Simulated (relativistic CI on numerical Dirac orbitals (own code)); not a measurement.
**Hyperfine structure of Rb⁹⁺, mass number 87**

Method of calculation: Dirac-Coulomb-Breit CI, KLI orbitals optimised for each configuration, model QED, unscaled Slater integrals (own radial code, finite nucleus).

CI space (outside the closed core [Ne] 3s2): 3p⁶3d¹⁰, 3p⁶3d⁹4s, 3p⁶3d⁹4p, 3p⁶3d⁸4s², 3p⁶3d⁹4d, 3p⁶3d⁸4s4p, 3p⁶3d⁹5s, 3p⁶3d⁸4p², 3p⁶3d⁹4f, 3p⁶3d⁹5p, 3p⁶3d⁸4s4d, 3p⁶3d⁹5d, 3p⁶3d⁸4p4d, 3p⁶3d⁹5f, 3p⁶3d⁹5g, 3p⁵3d¹⁰4s. Levels of other configurations are missing.

Nuclear spin I = 3/2, μ = 2.75129 μN, Q = 0.1335 b (tables of Stone and Pyykkö). The electronic factors are computed for point nuclear moments, without core polarisation or the Bohr-Weisskopf and QED corrections.

| Level | E (eV) | A (MHz) | B (MHz) |
| --- | --- | --- | --- |
| 3p⁶3d⁹4s ³D3 | 102.388 | 18490 | -582 |
| 3p⁶3d⁹4s ³D2 | 102.812 | -7029 | -379 |
| 3p⁶3d⁹4s ³D1 | 103.905 | -11090 | -211 |
| 3p⁶3d⁹4s ¹D2 | 104.423 | 26250 | -508 |
| 3p⁶3d⁹4p ³P°2 | 122.288 | 684.2 | -196 |
| 3p⁶3d⁹4p ³F°3 | 123.208 | 7402 | -345 |
| 3p⁶3d⁹4p ³P°1 | 123.898 | 3729 | 39.5 |
| 3p⁶3d⁹4p ³F°2 | 124.345 | 11990 | -352 |

Levels with J = 0, under 50 % of one LS term, or S terms without an open s electron are left out. Small factors come from cancelling terms and can be off by tens of per cent or more.

At this charge energies of transitions that change n are usually good to better than 1 %, and those within a shell (Δn = 0) to a few per cent.

Task: Give the hyperfine levels of 3p⁶3d⁹4s ³D3 relative to its centre of gravity.

Result: With K = F(F + 1) − I(I + 1) − J(J + 1), E = AK/2 + B[¾K(K + 1) − I(I + 1)J(J + 1)]/[2I(2I − 1)J(2J − 1)]: F = 3/2: -111300, F = 5/2: -64640, F = 7/2: 291.2, F = 9/2: 83070 MHz.

LS names give the leading component of a level, which can be under half, so a name can repeat, a term be missing and a line seem to break the LS rules.
